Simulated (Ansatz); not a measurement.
Two isomers of CH4GeOS: A = `C[S][Ge][OH]`, B = `C1[O][GeH2][S]1`.

Program: Ansatz. Geometries: PBE0-D4/def2-TZVP. ΔE: electronic, gas phase. CBS: MP2 limit from def2 TZ/QZ plus the TZ coupled-cluster correction, frozen cores. DFT in def2-TZVPP. B3LYP here is the variant with VWN-RPA as its local correlation; programs differ in this. For Ge outer-core shells are correlated without core-valence functions, which leaves a few kJ/mol of doubt a bond. Scalar relativity is left out up to krypton. One conformer a species, not always the lowest.

Question: Which isomer does CCSD(T)/CBS put lower? Give the gap. (Estimate.)

Answer: Ansatz gave: A, by 127.4 kJ/mol.

Question: Give E(B) − E(A) in kJ/mol with B3LYP, B2PLYP, CCSD/def2-TZVPP, r2SCAN-D4, MP2/def2-TZVPP, B3LYP-D4, ωB97M-V. (Best estimate.)

Answer: The calculation gave: B3LYP 147.3, B2PLYP 134.2, CCSD/def2-TZVPP 111.9, r2SCAN-D4 126.2, MP2/def2-TZVPP 112.3, B3LYP-D4 146.6, ωB97M-V 129.5. None reverses the order clearly.

Largest T1 diagnostic: 0.014.

From PBE to PBE0 (25 % exact exchange), in def2-TZVPP and without D4, E(B) − E(A) moves by −15.9 kJ/mol.
